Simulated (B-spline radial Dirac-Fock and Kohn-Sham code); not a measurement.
## How the levels of ruthenium move as electrons are removed

The computed values come from an atomic code on a B-spline grid: relaxed Dirac-Fock hole states (ΔSCF) with Breit and QED corrections and a finite nucleus. Each ion is free and in its tabulated ground configuration. Correlation energy is missing from these numbers.

Reference: Ru³⁶⁺, [He] 2s2 2p4, with K (1s) 24663.7 eV. Shifts from it, in eV (a dash: the subshell is empty, belongs to an open shell averaged over j, or its hole state is left out as unreliable):

| ion | configuration | K (1s) |
| --- | --- | --- |
| Ru³⁷⁺ | [He] 2s2 2p3 | ? |
| Ru³⁸⁺ | [He] 2s2 2p2 | +529.4 |
| Ru³⁹⁺ | [He] 2s2 2p1 | +800.8 |
| Ru⁴⁰⁺ | [He] 2s2 | +1076.7 |
| Ru⁴¹⁺ | [He] 2s1 | – |
| Ru⁴²⁺ | 1s2 | +1564.1 |
| Ru⁴³⁺ | 1s1 | +2370.0 |

Q: Give the missing shifts for Ru³⁷⁺.

A: K (1s) +262.5 (eV).
